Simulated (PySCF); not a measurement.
## Dipole response of Pt⁴⁵⁺ (platinum, charge +45)

[Ar] 3d10 4s2 4p3, high-spin 4S determinant. Calculation: PySCF 2.14, in an uncontracted even-tempered set (17 s from 5.4 bohr⁻², ratio 2.5; 11 p from 7 bohr⁻², ratio 2.5; 8 d from 12 bohr⁻², ratio 2.5; 4 f from 35 bohr⁻², ratio 2.7; 4 g from 52 bohr⁻², ratio 2.7); no relativity, point nucleus. Coupled (time-dependent) response in atomic units; α is the mean over directions.

```csv
method,mean α (bohr³),C₆ (like pair),S(−4)
UHF,0.04528,0.009119,0.002294
PBE0,0.04342,0.008726,0.001980
```

S(−4) is the Cauchy moment in α(ω) = α(0) + S(−4) ω² + …

α(iu) at UHF:

```
u (hartree)  α(iu) (bohr³)
          0        0.04528
      0.600        0.04448
       1.20        0.04233
       2.40        0.03616
       3.60        0.03005
       4.80        0.02495
       6.00        0.02087
       9.00        0.01402
       12.0        0.01016
       18.0       0.006449
       30.0       0.003932
```

A single London oscillator, α(iu) = α/(1 + u²/ω²), gives C₆ = (3/4) ω α². Matching the computed C₆ needs ω = 4 × 0.009119 / (3 × 0.04528²) = 5.93 hartree.

For an ion, C₆ is the dispersion term alone; charge-induced terms of lower order in 1/R come first.

A non-relativistic calculation at this Z misses sizeable relativistic shifts. Spin-orbit coupling, which splits the p, d and f shells strongly at this Z, is absent. Spin-orbit coupling is strong in this species (close to jj coupling), so the high-spin LS determinant is a model state, not a physical level.
